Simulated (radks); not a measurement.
Question: The table gives one normalised radial function P(r) = r R(r) of B4+ in 1s1 (r in bohr). All-electron calculation, non-relativistic Kohn-Sham, PBE, spin-polarised, spherical densities, point nucleus; open shells are filled with parallel spins first. Program: a radial shooting solver on a logarithmic mesh with Libxc functionals.

| r | P |
|---|---|
| 0.01259 | 0.2652 |
| 0.01363 | 0.2858 |
| 0.01465 | 0.3055 |
| 0.01587 | 0.3290 |
| 0.01706 | 0.3514 |
| 0.01848 | 0.3780 |
| 0.01986 | 0.4034 |
| 0.02151 | 0.4333 |
| 0.02312 | 0.4619 |
| 0.02504 | 0.4956 |
| 0.02691 | 0.5276 |
| 0.02892 | 0.5613 |
| 0.03133 | 0.6007 |
| 0.03367 | 0.6379 |
| 0.03648 | 0.6814 |
| 0.0392 | 0.7222 |
| 0.04246 | 0.7696 |
| 0.04563 | 0.8140 |
| 0.04943 | 0.8650 |
| 0.05312 | 0.9125 |
| 0.05755 | 0.9667 |
| 0.06185 | 1.0166 |
| 0.067 | 1.0730 |
| 0.072 | 1.1244 |
| 0.07737 | 1.1760 |
| 0.08382 | 1.2333 |
| 0.09007 | 1.2842 |
| 0.09758 | 1.3395 |
| 0.1049 | 1.3877 |
| 0.1136 | 1.4385 |
| 0.1221 | 1.4813 |
| 0.1322 | 1.5246 |
| 0.1421 | 1.5591 |
| 0.154 | 1.5913 |
| 0.1654 | 1.6141 |
| 0.1778 | 1.6303 |
| 0.1926 | 1.6395 |
| 0.207 | 1.6393 |
| 0.2242 | 1.6288 |
| 0.241 | 1.6096 |
| 0.261 | 1.5770 |
| 0.2805 | 1.5373 |
| 0.3039 | 1.4819 |
| 0.3266 | 1.4220 |
| 0.3538 | 1.3451 |
| 0.3802 | 1.2674 |
| 0.4118 | 1.1730 |
| 0.4426 | 1.0822 |
| 0.4756 | 0.9874 |
| 0.5152 | 0.8793 |
| 0.5537 | 0.7815 |
| 0.5998 | 0.6746 |
| 0.6446 | 0.5817 |
| 0.6983 | 0.4841 |
| 0.7504 | 0.4029 |
| 0.8129 | 0.3214 |
| 0.8736 | 0.2566 |
| 0.9464 | 0.1948 |
| 1.017 | 0.1482 |
| 1.102 | 0.1061 |
| 1.184 | 0.0763 |

Which n and l does it have? It may be an empty orbital.

Answer: n = 1, l = 0: the number of nodes gives n - l - 1 = 0, the rise at small r (about r^(l+1)) gives l, and the extent must fit the shell. The curve is that of 1s up; the table hardly tells the two spins apart. 1s up: eigenvalue -308.58 eV, 0 radial nodes, <r> = 0.302 bohr, 90 % of the charge inside 0.537 bohr.
